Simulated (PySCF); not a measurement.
Isomers of C4H12Si2, one conformer each. Method used: core-valence-separated Tamm–Dancoff BHandHLYP/aug-pcX-1 (pcseg-1 on H, def2-SVPD on Si) in PySCF, non-relativistic, gas phase, PBE0-D3(BJ)/def2-SVP geometry. Absolute energies from this functional tend to lie a few eV below measured edges; no shift was applied.

P. `C=C[SiH2]CC[SiH3]`
Q. `[SiH3]C[C@@H]1CC[SiH2]1`

Main lines, eV (oscillator strength):
1. C K: 285.0 (0.009), 285.2 (0.029), 285.4 (0.022), 285.6 (0.023), 285.7 (0.024)
2. C K: 282.1 (0.054), 282.3 (0.065), 285.4 (0.011), 285.6 (0.014), 285.8 (0.019)
Listed: the first five lines at most of each edge with a tenth or more of its strongest line's intensity; roots within 0.03 eV on the same or equivalent atoms are summed. Only the lowest roots were sought, and the top ones are left out.

Question: Which spectrum belongs to which isomer?

Answer: 1 = Q, 2 = P.
- P: first C line listed at 282.1 eV, hole on the alkene CH carbon (1s→π*).
- Q: first C line listed at 285.0 eV, hole on the sp3 carbon bound to silicon.

Question: What are the ground-state energies of the isomers at BHandHLYP/aug-pcX-1 (pcseg-1 on H, def2-SVPD on Si), relative to the lowest?

Answer: P 0.0, Q 9.6 kJ/mol (electronic energies on these geometries, no dispersion or zero-point terms).
